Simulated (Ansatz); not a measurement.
CH3Cl3Sn, charge +1, doublet, geometry from GFN2-xTB (such geometries of metal compounds can be far from the true shape) (a state made from the parent by changing its charge; the spin is typed, not shown lowest) (all electrons, no relativity). Base run: HF/3-21G (Ansatz, a quantum-chemistry and plane-wave program).

Geometry (Å):
```xyz
8

C     -2.4289    -0.3495     0.1051
Sn    -0.1126    -0.0162     0.0049
Cl     0.6969    -1.4103    -1.6693
Cl     0.2242     2.2284    -0.4950
Cl     0.7401    -0.5791     2.0923
H     -2.5230    -1.3940     0.3821
H     -2.7533     0.3524     0.8659
H     -2.7625    -0.1151    -0.9000
```
Charge +1, spin multiplicity 2.
Orbitals are unrestricted.
All else is at Ansatz's defaults.

Variants of this job, named by their change:

| change | basis functions | E (Eh) |
|---|---|---|
| base | 87 | -7407.75975 |
| basis = jorge-DZP-DKH; relativity = none | 150 | -7379.80777 |
| basis = x2c-TZVPall; relativity = none | 220 | -7322.07168 |
| basis = x2c-TZVPall; relativity = spin-free X2C; nucleus = Gaussian | 220 | -7595.96308 |
| basis = x2c-TZVPall; relativity = spin-free X2C | 220 | -7596.10623 |
| basis = x2c-SVPall; relativity = spin-free X2C; nucleus = Gaussian | 119 | -7594.71645 |
| basis = x2c-SVPall; relativity = spin-free X2C | 119 | -7594.84342 |
| basis = jorge-DZP-DKH; relativity = spin-free X2C | 150 | -7590.76710 |
| basis = jorge-DZP-DKH; relativity = spin-free X2C; nucleus = Gaussian | 150 | -7590.62318 |
| basis = x2c-SVPall; relativity = none | 119 | -7305.78174 |

Absolute energies of different levels of theory aren't comparable as measures of quality.

Ansatz warned in this series: the basis is contracted for relativity, which the run leaves out.

Basis sets contracted for a relativistic Hamiltonian are a mismatch without it, so the rows without relativity aren't non-relativistic limits. No row has spin-orbit coupling; sets with core potentials leave out the core electrons.
